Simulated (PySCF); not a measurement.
Sn(Et)(OMe)(NH2)2, C₃H₁₂N₂OSn, SMILES [CH2]([Sn]([NH2])([NH2])[O]C)C, singlet, GFN2-xTB optimised geometry.

```
19

C     -1.36    -2.13     2.01
C     -2.01    -0.77     1.90
Sn    -1.55     0.27     0.00
N     -2.08    -0.42    -1.87
N     -2.30     2.18     0.00
O      0.48     0.27     0.00
C      1.29     0.66    -1.07
H     -0.28    -2.05     1.93
H     -1.60    -2.57     2.98
H     -1.72    -2.81     1.24
H     -1.66    -0.11     2.69
H     -3.09    -0.83     1.95
H     -3.08    -0.43    -2.00
H     -1.75    -1.37    -2.04
H     -1.74     2.81     0.56
H     -2.32     2.57    -0.94
H      1.03     0.15    -2.00
H      1.25     1.74    -1.24
H      2.32     0.39    -0.79
```

Density from PBE0/def2-SVP, def2 effective core potentials past Kr in PySCF at that geometry. The core electrons that the potentials of Sn replace are not part of the density.

Minimum of the electron density along straight lines between bonded atoms, close to the bond critical point (lines longer than 1.1 times the sum of covalent radii, or with two minima, are not listed):

```json
[
 {"bond": "C1–C2", "length / Å": "1.511", "ρ at the minimum / e bohr⁻³": "0.246", "∇²ρ there / e bohr⁻⁵": "-0.56", "position (fraction from the first atom)": "0.49"},
 {"bond": "C2–Sn3", "length / Å": "2.214", "ρ at the minimum / e bohr⁻³": "0.094", "∇²ρ there / e bohr⁻⁵": "0.10", "position (fraction from the first atom)": "0.50"},
 {"bond": "Sn3–N4", "length / Å": "2.064", "ρ at the minimum / e bohr⁻³": "0.103", "∇²ρ there / e bohr⁻⁵": "0.37", "position (fraction from the first atom)": "0.50"},
 {"bond": "Sn3–N5", "length / Å": "2.053", "ρ at the minimum / e bohr⁻³": "0.106", "∇²ρ there / e bohr⁻⁵": "0.39", "position (fraction from the first atom)": "0.50"},
 {"bond": "Sn3–O6", "length / Å": "2.031", "ρ at the minimum / e bohr⁻³": "0.095", "∇²ρ there / e bohr⁻⁵": "0.48", "position (fraction from the first atom)": "0.51"},
 {"bond": "O6–C7", "length / Å": "1.395", "ρ at the minimum / e bohr⁻³": "0.265", "∇²ρ there / e bohr⁻⁵": "-0.44", "position (fraction from the first atom)": "0.66"},
 {"bond": "C1–H8", "length / Å": "1.087", "ρ at the minimum / e bohr⁻³": "0.279", "∇²ρ there / e bohr⁻⁵": "-1.04", "position (fraction from the first atom)": "0.63"},
 {"bond": "C1–H9", "length / Å": "1.090", "ρ at the minimum / e bohr⁻³": "0.275", "∇²ρ there / e bohr⁻⁵": "-1.00", "position (fraction from the first atom)": "0.62"},
 {"bond": "C1–H10", "length / Å": "1.089", "ρ at the minimum / e bohr⁻³": "0.276", "∇²ρ there / e bohr⁻⁵": "-1.00", "position (fraction from the first atom)": "0.62"},
 {"bond": "C2–H11", "length / Å": "1.086", "ρ at the minimum / e bohr⁻³": "0.277", "∇²ρ there / e bohr⁻⁵": "-1.01", "position (fraction from the first atom)": "0.63"},
 {"bond": "C2–H12", "length / Å": "1.088", "ρ at the minimum / e bohr⁻³": "0.275", "∇²ρ there / e bohr⁻⁵": "-1.00", "position (fraction from the first atom)": "0.63"},
 {"bond": "N4–H13", "length / Å": "1.013", "ρ at the minimum / e bohr⁻³": "0.329", "∇²ρ there / e bohr⁻⁵": "-1.50", "position (fraction from the first atom)": "0.76"},
 {"bond": "N4–H14", "length / Å": "1.014", "ρ at the minimum / e bohr⁻³": "0.329", "∇²ρ there / e bohr⁻⁵": "-1.49", "position (fraction from the first atom)": "0.76"},
 {"bond": "N5–H15", "length / Å": "1.015", "ρ at the minimum / e bohr⁻³": "0.328", "∇²ρ there / e bohr⁻⁵": "-1.49", "position (fraction from the first atom)": "0.76"},
 {"bond": "N5–H16", "length / Å": "1.015", "ρ at the minimum / e bohr⁻³": "0.328", "∇²ρ there / e bohr⁻⁵": "-1.49", "position (fraction from the first atom)": "0.76"},
 {"bond": "C7–H17", "length / Å": "1.092", "ρ at the minimum / e bohr⁻³": "0.280", "∇²ρ there / e bohr⁻⁵": "-1.05", "position (fraction from the first atom)": "0.63"},
 {"bond": "C7–H18", "length / Å": "1.094", "ρ at the minimum / e bohr⁻³": "0.279", "∇²ρ there / e bohr⁻⁵": "-1.03", "position (fraction from the first atom)": "0.62"},
 {"bond": "C7–H19", "length / Å": "1.093", "ρ at the minimum / e bohr⁻³": "0.280", "∇²ρ there / e bohr⁻⁵": "-1.05", "position (fraction from the first atom)": "0.63"}
]
```
